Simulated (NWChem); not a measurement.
Species: CH₃AlCl₂; SMILES [CH3][Al]([Cl])[Cl]

```xyz
7

Al     0.3430    -0.0006     0.0075
Cl    -0.7653    -1.7998    -0.0011
Cl    -0.7768     1.7917    -0.0011
C      2.2857     0.0130    -0.0009
H      2.6841     0.8361     0.6260
H      2.6540     0.1803    -1.0354
H      2.7046    -0.9489     0.3553
```
Atoms are numbered in this order, from 1.

Program: NWChem. Pople sets run with spherical d functions. Coordinates come from a PBE-D3(BJ)/def2-SVP optimisation. B3LYP is NWChem's, with the RPA form of VWN correlation. Vertical excitations in the gas phase; the lowest state need not have the same character in each row.

```tsv
level	lowest excitation, singlet (eV)	lowest state with f > 0.02, singlet (eV)	orbital gap (eV)
PBE/6-31+G*, TDA	5.85	6.25	5.73
B3LYP/6-31+G*, TDA	6.27	6.70	7.36
CAM-B3LYP/6-31+G*, TDA	[?]	[?]	[?]
LDA (Slater exchange, VWN5)/6-31+G*, TDA	5.77	6.23	5.63
```

Q: What belongs in the gaps?

A: 
- CAM-B3LYP/6-31+G*, TDA, lowest excitation, singlet (eV): 6.59
- CAM-B3LYP/6-31+G*, TDA, lowest state with f > 0.02, singlet (eV): 7.09
- CAM-B3LYP/6-31+G*, TDA, orbital gap (eV): 9.99
